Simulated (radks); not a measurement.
Values are calculated unless marked as measured or tabulated.
Effect of the nuclear size on the silicon ion Si+, [Ne] 3s2 3p1. Code: a radial shooting solver on a logarithmic mesh with Libxc functionals. Model: Dirac Kohn-Sham, relativistic LDA (MacDonald-Vosko exchange, VWN5 correlation), spin-unpolarised, spherical densities, finite nucleus; open shells fill j = l - 1/2 first; Fermi nuclear charge, rms radius 3.1224 fm. The rms radius is varied about that value; shifts are against it.

\begin{tabular}{lrrrr}
rms radius (fm) & total energy shift (eV) & density at nucleus (e/bohr^3) & 1s1/2 shift (meV) & 2s1/2 shift (meV) \\ \hline
2.6166 & -0.00156 & 1893 & -0.649 & -0.041 \\
3.0037 & -0.000390 & 1890 & -0.162 & -0.010 \\
3.1224 & 0 & 1889 & 0.000 & 0.000 \\
3.394 & 0.000949 & 1887 & 0.395 & 0.025 \\
3.8 & 0.00251 & 1884 & 1.05 & 0.066 \\
\end{tabular}

Slopes of the eigenvalues against <r^2> in GHz/fm^2, as finite differences over the two radii next to the reference (eigenvalue slopes, not the field-shift constants of lines): 1s1/2 54.0, 2s1/2 3.43.
